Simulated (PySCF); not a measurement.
These compounds are isomers of formula C6H10FNSi2.

A. `InChI=1S/C6H10FNSi2/c1-5(2)10-6(7)3-9-4-8/h3H,1,9-10H2,2H3/b6-3-`
B. `N#C[C@@H]1[SiH2]CC[SiH2]/C1=C/F`
C. SMILES N#C[C@@H]1CC[SiH2]/C(=C/F)[SiH2]1
D. `C([C@@H]1C[Si@@H](C(=C)C)[Si@H]1F)#N`

Spectrum 1. $^{13}$C{$^{1}$H} NMR (computed): δ 149.6 (C), 138.3 (CH2), 125.6 (C), 27.2 (CH3), 21.9 (CH), 15.5 (CH2).

Spectrum 2. $^{13}$C{$^{1}$H} NMR (computed): δ 171.2 (CH), 125.2 (C), 102.1 (C), 26.9 (CH2), 12.3 (CH), 9.1 (CH2).

Spectrum 3. $^{13}$C{$^{1}$H} NMR (computed): δ 195.3 (C), 148.2 (C), 139.5 (CH2), 127.5 (C), 110.1 (CH), 28.4 (CH3).

Spectrum 4. $^{13}$C{$^{1}$H} NMR (computed): δ 159.1 (CH), 123.8 (C), 113.7 (C), 13.0 (CH), 10.7 (CH2), 6.6 (CH2).

Rapidly exchanging positions averaged, gas phase, single conformer, relativity neglected. σ from GIAO-PBE0/pcSseg-1; GFN2-xTB structure; PySCF.

Referencing at the same level of theory: TMS for $^{13}$C (σref 186.93). Splittings of carbon signals by F and P are missing where no couplings were computed. Shifts are as computed. Against solution values, carbons near 30 ppm lie about +3 ppm off and those near 130 ppm about +5 ppm. Of 1309 compounds with measured shifts, 239 miss one by over three times the rms of a fit or turn the order of signals round; such compounds aren't used in these exercises.

Task: Which spectrum belongs to which compound?

Result: 1–D, 2–C, 3–A, 4–B.

- Spectrum 1 (D): 6 $^{13}$C signals; δC 149.6 is a fully substituted alkene carbon; δC 138.3 is a terminal =CH2 carbon.
- Spectrum 2 (C): 6 $^{13}$C signals; δC 125.2 is a nitrile carbon; δC 102.1 is a fully substituted alkene carbon.
- Spectrum 3 (A): 6 $^{13}$C signals; δC 148.2 is a fully substituted alkene carbon; δC 139.5 is a terminal =CH2 carbon.
- Spectrum 4 (B): 6 $^{13}$C signals; δC 159.1 is an alkene CH; δC 123.8 is a nitrile carbon.
